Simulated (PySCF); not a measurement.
**C4H4FO2: g tensor and hyperfine couplings**

Species: C4H4FO2 (doublet state).
Cartesian coordinates in Å at the GFN2-xTB level; atoms count from 1:
```xyz
11
C4H4FO2 angstrom
C     -1.363    0.533   -0.060
C     -0.425   -0.607   -0.338
O      0.173   -1.266    0.745
C      1.026   -0.529   -0.036
F      1.853   -1.297   -0.828
C      1.617    0.702    0.479
O      2.604    1.297    0.201
H     -2.360    0.143    0.130
H     -1.030    1.092    0.811
H     -1.405    1.196   -0.921
H     -0.685   -1.259   -1.169
```

The hyperfine couplings belong to this conformer and change with its torsions.

The species is `C[C@@H]1O[C@@]1([C]=O)F` [radical].

Computed with PySCF 2.14.0, UKS B3LYP, pcH-1 on C F H O, non-relativistic, mean-field spin-orbit, GIAO. One conformer (not necessarily the lowest) at the GFN2-xTB geometry, without solvent, vibrations or thermal averaging. A GFN2-xTB geometry isn't a minimum of the functional, and hyperfine couplings can be far from their values at a DFT geometry. No stability test was run, so a lower SCF solution isn't excluded.

- g1, g2, g3: 1.99498, 2.00208, 2.00484
- g_iso: 2.00063
- Form of g: rhombic: the two nearest values differ by 28 % of g3 − g1
- ⟨S²⟩: 0.7530 (exact 0.7500)
- α and β electrons: 27, 26
- HOMO–LUMO gap, α and β orbitals: 4.23, 6.42 eV

Isotropic coupling and dipolar principal values T1 to T3, in MHz; ρ(0) is the spin density at the nucleus:

```csv
atom,isotope,a_iso,T1,T2,T3,Mulliken spin population,ρ(0) (bohr⁻³)
C1,13C,5.5,-1.4,-0.7,2.1,0.00,0.0048
C2,13C,-2.7,-1.0,-0.3,1.3,0.00,-0.0024
O3,17O,0.8,-1.0,-0.2,1.2,-0.01,-0.0013
C4,13C,225.3,-13.2,-10.1,23.3,0.06,0.2004
F5,19F,147.6,-89.4,-81.7,171.1,0.03,0.0351
C6,13C,364.6,-49.8,-48.3,98.1,0.63,0.3243
O7,17O,-38.4,-117.4,55.7,61.7,0.27,0.0633
H8,1H,4.9,-1.4,-1.1,2.5,0.00,0.0011
H9,1H,3.7,-5.3,-2.9,8.3,0.01,0.0008
H10,1H,-0.4,-2.1,-1.5,3.6,0.00,-0.0001
H11,1H,-0.4,-1.8,-1.4,3.2,0.00,-0.0001
```

Largest spin populations (Mulliken): C6 (+0.63) and O7 (+0.27).

Axes: g1 points within 13° of the C6–O7 bond.

Under fast tumbling the dipolar parts average out, and these isotropic splittings remain: 1 × 19F (F5, I = 1/2, 2 lines) with 5.27 mT and 3 × 1H (H8/H9/H10, I = 1/2, 4 lines) with 0.10 mT.

Means are taken over nuclei equivalent by connectivity, which assumes that they swap fast. The three 1H nuclei of mean +2.8 MHz run from -0.4 to 4.9 MHz in the frozen geometry.

The 13C coupling of C6 (364.6 MHz) shows only in satellite lines or after enrichment, since that isotope makes up about 1.07 % of natural carbon.

The 17O coupling of O7 (-38.4 MHz) shows only in satellite lines or after enrichment, since that isotope makes up about 0.038 % of natural oxygen.
